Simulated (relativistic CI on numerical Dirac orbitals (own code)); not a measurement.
**Energy levels of Dy59+**

These numbers are calculated, not measured: Dirac-Coulomb-Breit CI, KLI orbitals optimised for each configuration, QED by a radiative potential, unscaled Slater integrals (own radial code, finite nucleus).

CI space (outside the closed core 1s2): 2s2 2p3, 2s 2p4, 2p5, 2p4 3s, 2p4 3p, 2p4 3d, 2s2 2p2 3s, 2s2 2p2 3p, 2s2 2p2 3d, 2s 2p3 3s, 2s 2p3 3p, 2s 2p3 3d, 2s2 2p2 4s, 2s2 2p2 4p, 2s2 2p2 4d, 2s2 2p2 4f, 2s 2p3 4s, 2s2 2p 3s2, 2s 2p3 4p, 2s 2p3 4d, 2s 2p3 4f, 2s2 2p 3s 3p, 2s2 2p2 5s, 2s2 2p 3s 3d, 2s2 2p2 5p, 2s2 2p 3p2, 2s2 2p2 5d, 2s2 2p2 5f, 2s2 2p2 5g, 2s2 2p 3p 3d, 2s 2p2 3s2, 2s2 2p 3d2, 2s 2p2 3s 3p, 2s 2p2 3s 3d, 2s 2p2 3p2, 2s 2p3 5s. Levels of other configurations are missing.

The lowest level is 2s2 2p3 2P°_3/2, with 48 % of that term; Hund's rules for 2s2 2p3 give 4S° with J = 3/2, of which the calculation keeps J, while another term leads.

| No. | Configuration | Term | J | E (eV) | % | Next component (%) |
| --- | --- | --- | --- | --- | --- | --- |
| 1 | 2s2 2p3 | 2P° | 3/2 | 0.00 | 48 | 27 2D° |
| 2 | 2s2 2p3 | 4S° | 3/2 | 815.64 | 55 | 45 2D° |
| 3 | 2s2 2p3 | 2D° | 5/2 | 838.32 | 100 |  |
| 4 | 2s2 2p3 | 2P° | 1/2 | 881.77 | 100 |  |
| 5 | 2s 2p4(3P) | 4P | 5/2 | 1106.82 | 71 | 29 2D |
| 6 | 2s 2p4(1S) | 2S | 1/2 | 1198.17 | 64 | 27 4P |
| 7 | 2s 2p4(3P) | 2P | 3/2 | 1199.86 | 50 | 35 2D |
| 8 | 2s2 2p3 | 2P° | 3/2 | 1699.22 | 51 | 28 2D° |
| 9 | 2s 2p4(3P) | 4P | 3/2 | 1946.62 | 84 | 11 2D |
| 10 | 2s 2p4(1D) | 2D | 5/2 | 1985.46 | 71 | 29 4P |
| 11 | 2s 2p4(3P) | 2P | 1/2 | 2038.84 | 64 | 36 4P |
| 12 | 2s 2p4(1D) | 2D | 3/2 | 2048.58 | 53 | 45 2P |
| 13 | 2p5 | 2P° | 3/2 | 2370.58 | 99 | 1 2s2 2p3 2P° |
| 14 | 2s 2p4(3P) | 4P | 1/2 | 2871.64 | 37 | 35 2S |
| 15 | 2p5 | 2P° | 1/2 | 3212.65 | 100 |  |
| 16 | 2p2(3P) 3s | 4P | 1/2 | 6968.98 | 46 | 31 2S |
| 17 | 2p2(1S) 3p | 2P° | 1/2 | 7057.42 | 46 | 39 4D° |
| 18 | 2p2(1S) 3p | 2P° | 3/2 | 7313.36 | 34 | 20 4D° |
| 19 | 2p2(1S) 3d | 2D | 3/2 | 7392.67 | 42 | 33 4F |
| 20 | 2p2(1S) 3d | 2D | 5/2 | 7468.49 | 35 | 18 4D |
| 21 | 2p2(3P) 3s | 4P | 3/2 | 7795.73 | 88 | 10 2P |
| 22 | 2p2(3P) 3s | 2P | 1/2 | 7804.94 | 67 | 33 4P |
| 23 | 2p2(1D) 3s | 2D | 5/2 | 7814.95 | 64 | 36 4P |
| 24 | 2p2(1D) 3s | 2D | 3/2 | 7820.86 | 64 | 35 2P |
| 25 | 2p2(3P) 3p | 4P° | 1/2 | 7883.55 | 48 | 28 4D° |
| 26 | 2p2(3P) 3p | 4D° | 3/2 | 7889.71 | 55 | 22 2D° |
| 27 | 2p2(1D) 3p | 2F° | 5/2 | 7903.09 | 49 | 31 2D° |
| 28 | 2p2(1D) 3p | 2P° | 3/2 | 7937.68 | 43 | 26 2D° |
| 29 | 2s 2p3(2P°)<3P°> 3s | 4P° | 5/2 | 8047.29 | 46 | 27 6S° |
| 30 | 2s 2p3(2P°)<3P°> 3s | 2P° | 3/2 | 8073.91 | 33 | 26 4S° |
| 31 | 2s 2p3(2P°)<1P°> 3s | 2P° | 1/2 | 8122.36 | 22 | 18 2s2 2p2 3p 2P° |
| 32 | 2p2(3P) 3p | 4D° | 5/2 | 8133.91 | 52 | 31 4P° |
| 33 | 2s 2p3(2P°)<1P°> 3s | 2P° | 3/2 | 8137.36 | 29 | 17 2D° |
| 34 | 2p2(3P) 3p | 2D° | 3/2 | 8141.40 | 47 | 22 4P° |
| 35 | 2p2(3P) 3p | 2P° | 1/2 | 8145.67 | 23 | 17 2s 2p3 3s 2P° |
| 36 | 2s 2p3(2P°)<3P°> 3p | 4P | 3/2 | 8145.89 | 29 | 22 6P |
| 37 | 2s 2p3(2P°)<3P°> 3p | 2D | 5/2 | 8146.89 | 25 | 23 4P |
| 38 | 2p2(1D) 3p | 2F° | 7/2 | 8148.05 | 64 | 36 4D° |
| 39 | 2p2(1D) 3p | 2P° | 3/2 | 8170.83 | 29 | 25 4S° |
| 40 | 2p2(1D) 3p | 2D° | 5/2 | 8173.35 | 64 | 16 2F° |
| 41 | 2p2(1D) 3p | 2P° | 1/2 | 8194.93 | 81 | 6 4D° |
| 42 | 2p2(3P) 3d | 4F | 3/2 | 8219.40 | 27 | 19 2P |
| 43 | 2s 2p3(2P°)<1P°> 3p | 2P | 1/2 | 8220.86 | 32 | 25 4P |
| 44 | 2p2(3P) 3d | 4F | 5/2 | 8223.73 | 53 | 39 2F |
| 45 | 2s 2p3(2P°)<1P°> 3p | 2D | 3/2 | 8225.75 | 20 | 16 2s2 2p2 3d 4F |

Energies count from the lowest computed level; ° marks odd parity. Percentages are summed over parent terms; the parents shown are those of the largest component, closed shells are left out there, and <> holds an intermediate term.

The mean weight of the leading LS term, summed over parents, in these 45 levels is 53 %, and that of the leading jj configuration (from the same eigenvectors) 94 %, so jj coupling describes them better and the LS labels are nominal.

At this charge energies of transitions that change n are usually good to better than 1 %, and those within a shell (Δn = 0) to a few per cent.

LS names give the leading component of a level, which can be under half, so a name can repeat, a term be missing and a line seem to break the LS rules.
